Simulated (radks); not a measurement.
Results of a calculation; reference values are marked as such.
All-electron atom: Ca2+ in [Ar].

Level of theory: scalar-relativistic Kohn-Sham, BLYP, spin-polarised, spherical densities, finite nucleus; Fermi nuclear charge, rms radius 3.4776 fm (a radial shooting solver on a logarithmic mesh with Libxc functionals).

Energy parts (eV):
part                      energy
total                 -18500.874
kinetic                18627.996
electron-nucleus      -43659.102
Hartree                 7507.163
exchange-correlation    -976.931

Orbitals (lengths in bohr, moments of r in powers of bohr; r(max) is where P^2 peaks; r(90%) holds 90 % of the orbital's charge):
orbital  occ.  eigenvalue (eV)      <r^4>   r(max)     <r^2>  r(90%)
1s          2        -3966.793  0.0001625  0.05028  0.007942   0.137
2s          2        -429.8027    0.04396   0.2999    0.1574   0.568
2p          6        -350.3848    0.03688   0.2464    0.1330   0.541
3s          2         -62.0271      3.801   0.9910     1.530    1.73
3p          6         -42.9083      6.094    1.043     1.867    1.94

The highest occupied level is 3p at -42.908 eV. For comparison, the ionisation energy in NIST's Atomic Spectra Database is 50.913 eV (measured). In exact Kohn-Sham theory the highest level is minus the ionisation energy, but local and semilocal functionals leave it too shallow, through self-interaction and a potential that decays too fast; potentials with the right tail come closer. The density falls to 0.001 e/bohr^3 at r = 3.00 bohr. Summed over all electrons, <r^2> = 15.39 bohr^2, which gives a Langevin (diamagnetic) susceptibility term of -12.2 x 10^-6 cm^3/mol. The electron density at the nucleus is 6192 e/bohr^3 (large components only).
